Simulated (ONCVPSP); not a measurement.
caesium (Cs): one change to an ONCV potential, before and after

| Property | Result |
| --- | --- |
| Element | caesium |
| Generator | ONCVPSP 4.0.1 |
| Type | optimised norm-conserving Vanderbilt (ONCV) |
| Functional | PBE |
| Relativity | scalar-relativistic |
| Frozen core | [Kr] 4d10 |
| Valence charge | 9 |
| Reference configuration | 5s2 5p6 6s0.75 6p0.25 |
| Partial waves | 5s+6s: rc 3.15 bohr, ncon 4, nbas 7, qcut 3.1 1/bohr, 2 projectors; 5p+6p: rc 4.00 bohr, ncon 4, nbas 8, qcut 3.3 1/bohr, 2 projectors; d scattering state at 0.05 Ha: rc 4.05 bohr, ncon 4, nbas 9, qcut 2 1/bohr, 1 projector |
| Local potential | polynomial inside 2.10 bohr (lpopt 5, dvloc0 6 Ha) |
| Core correction | polynomial model core, fcfact 0.25 |

Change: local potential polynomial inside 2.65 bohr (lpopt 5, dvloc0 6 Ha).

Cutoffs: the cutoffs (Ha) at which the residual kinetic energy of the hardest occupied pseudo-wave falls to 1 and 0.1 mHa per electron; they do not see the model core or the augmentation charge, which bear on the density cutoff. Errors are all-electron minus pseudo energies relative to the spin-unpolarised reference configuration.

Problem. Predict the effect on cutoff, ghosts and configuration errors.

Solution. The potential gets neither clearly harder nor softer (3.6 Ha and 4.4 Ha → 3.6 Ha and 4.4 Ha); of the 4 tests that both files solve, the error grows in 1 and shrinks in 0 by more than 15 % and 0.3 meV (median size 0.7 → 0.7 meV); the range in which the p phases agree widens (upper end 1.6 → 4.3); neither file shows a bound ghost.

| quantity | base | changed |
| --- | --- | --- |
| cutoff, loose | 3.6 Ha | 3.6 Ha |
| cutoff, tight | 4.4 Ha | 4.4 Ha |
| bound ghosts | none | none |
| GHOST(+) flags under 300 eV | none | none |
| error for 5s2 5p6 6s1 6p0, meV [ΔE -0.34 eV] | -0.1 | -0.1 |
| error for 5s2 5p6 6s0 6p0, meV [ΔE 3.53 eV] | -1.2 | -1.2 |
| error for 5s2 5p6 6s0.5 6p0, meV [ΔE 1.13 eV] | -0.1 | -0.1 |
| error for 5s2 5p6 5d0.5 6s0.5 6p0, meV [ΔE 0.50 eV] | -2.4 | -2.8 |
| s: phases at 3.20 bohr within 0.05 rad from the reference energy up to (Ha; the scan ends near 5) | 2.0 | 2.4 |
| p: phases at 4.07 bohr within 0.05 rad from the reference energy up to (Ha; the scan ends near 5) | 1.6 | 4.3 |
| d: phases at 4.12 bohr within 0.05 rad from the reference energy up to (Ha; the scan ends near 5) | 0.4 | 0.4 |
| rms error of d²Exc/dni dnj with the model core, mHa | 1.44 | 1.44 |
